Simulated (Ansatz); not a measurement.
Reactions of `[CH3][SnH]([OH])[Cl]`.

Isolated molecules relaxed with PBE0-D4/def2-TZVP in Ansatz; ΔE leaves out vibrations. CBS: MP2 limit from def2 TZ/QZ plus the TZ coupled-cluster correction, frozen cores. This one scheme is used for every species, atoms too. For atomizations the MP2-based limit and the directly extrapolated one differ by several kJ/mol either way, and by 10 to 25 for some Ge, Se and Sn compounds, so smaller differences from it don't rank the levels. DFT in def2-TZVPP. No spin–orbit coupling; open shells (•) take unrestricted orbitals. Spin–orbit coupling would lower the free atoms: a little for C, Cl, F, O; strongly for Sn. def2 core potentials past Kr. Bonds to Br, Sn are less sure, by a few kJ/mol each and by 10 to 20 or more in all where they break to atoms, as the def2 sets lack core-valence functions. Scalar relativity is left out up to krypton. One conformer a species, not always the lowest.

| reaction | CCSD(T)/CBS(def2) (eV) |
| --- | --- |
| `[CH3][SnH]([OH])[Cl]` + H₂O → `[OH][SnH]([OH])[Cl]` + CH₄ | ? |
| `[CH3][SnH]([OH])[Cl]` → `[CH3][Sn][Cl]` + H₂O | 0.54 |
| `[CH3][SnH]([OH])[Cl]` + H₂ → `[OH][SnH2][Cl]` + CH₄ | -0.23 |
| `[CH3][SnH]([OH])[Cl]` + HBr → `[OH][SnH]([Cl])[Br]` + CH₄ | -1.18 |
| `[CH3][SnH]([OH])[Cl]` + CH₃OH → `C[O][SnH]([CH3])[OH]` + HCl | 0.79 |
| `[CH3][SnH]([OH])[Cl]` → `[CH2]` (triplet) + `[OH][SnH2][Cl]` | ? |
| `[CH3][SnH]([OH])[Cl]` + H–F → `[CH3][SnH]([F])[Cl]` + H₂O | ? |
| `[CH3][SnH]([OH])[Cl]` + `[CH3]`• → `[CH3][Sn]([OH])[Cl]`• + CH₄ | -1.54 |
| `[CH3][SnH]([OH])[Cl]` → C• + Cl• + 5 H• + O• + Sn• | 30.79 |
| `[CH3][SnH]([OH])[Cl]` + F• → `[CH3][Sn]([OH])[Cl]`• + H–F | -2.82 |

**Question.** Fill in the missing values. (Best estimate.)

**Answer.** Computed: `[CH3][SnH]([OH])[Cl]` + H₂O → `[OH][SnH]([OH])[Cl]` + CH₄: -0.36 eV; `[CH3][SnH]([OH])[Cl]` → `[CH2]` (triplet) + `[OH][SnH2][Cl]`: +4.98 eV; `[CH3][SnH]([OH])[Cl]` + H–F → `[CH3][SnH]([F])[Cl]` + H₂O: -0.34 eV.

Largest T1 diagnostic: 0.016, for `[CH3][Sn]([OH])[Cl]`•.
